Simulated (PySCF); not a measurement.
## Worked example: oscillator strength and radiative lifetime

C6H5, SMILES c1c[c]ccc1 (connectivity only; charge and spin as stated), charge +1, multiplicity 1.

Geometry optimised at B3LYP-D3(BJ)/def2-SVP. The spin state was assumed, not searched. The isomer is the one that the SMILES or the coordinates give; other isomers of the formula were not compared.

TDA-ωB97X/def2-SVPD (PySCF) puts the first singlet state with f over 0.02 at 6.63 eV (vertical), with the transition dipole (0.000, 0.000, -0.497) in atomic units.

Problem. Find the oscillator strength, the wavelength and the radiative lifetime that this transition would have in vacuum if emission retraced absorption.

Solution. 
|μ|² = 0.2470 au, so |μ| = 1.26 D. ΔE = 6.63/27.211 = 0.2436 hartree. f = (2/3) ΔE |μ|² = 0.040 (the program prints 0.040).
λ = 1239.84/6.63 = 187 nm; ν = 53475 cm⁻¹.
Einstein's coefficient A = 0.6670 ν² f s⁻¹ (ν in cm⁻¹) = 7.7e7 s⁻¹, so τ = 1/A = 13 ns. This state is S6; the lower singlets have f = 0.000, 0.001, 0.003, 0.002, 0.002. The figure is the radiative limit of this one transition; relaxation, internal conversion, crossing to triplets and a medium change what is measured.
